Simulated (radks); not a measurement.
Question: Ag7+, 40 electrons, occupied as [Kr] 4d4 (the NIST ground configuration). Method: Dirac Kohn-Sham, PBE, spin-unpolarised, spherical densities, finite nucleus; open shells fill j = l - 1/2 first; Fermi nuclear charge, rms radius 4.5454 fm; computed with a radial shooting solver on a logarithmic mesh with Libxc functionals. Some entries of the table are withheld. Estimate them.

orbital  occ.  eigenvalue (hartree)  r(max) (bohr)
1s1/2       2             -934.8172        0.02015
2s1/2       2             -141.5139         0.1141
2p1/2       2                   (1)            (2)
2p3/2       4                   (3)            (4)
3s1/2       2             -29.60419         0.3326
3p1/2       2             -25.75504         0.3190
3p3/2       4             -24.61452         0.3289
3d3/2       4                   (5)         0.2718
3d5/2       6                   (6)         0.2746
4s1/2       2              -7.72826         0.8121
4p1/2       2              -6.46513         0.8425
4p3/2       4              -6.25341         0.8646
4d3/2       4              -4.23107            (7)
4d5/2       0              -4.19826            (8)

Answer: 
(1) 2p1/2 eigenvalue (hartree): -131.8308
(2) 2p1/2 r(max) (bohr): 0.08820
(3) 2p3/2 eigenvalue (hartree): -125.3883
(4) 2p3/2 r(max) (bohr): 0.09245
(5) 3d3/2 eigenvalue (hartree): -17.80996
(6) 3d5/2 eigenvalue (hartree): -17.57977
(7) 4d3/2 r(max) (bohr): 0.9477
(8) 4d5/2 r(max) (bohr): 0.9550
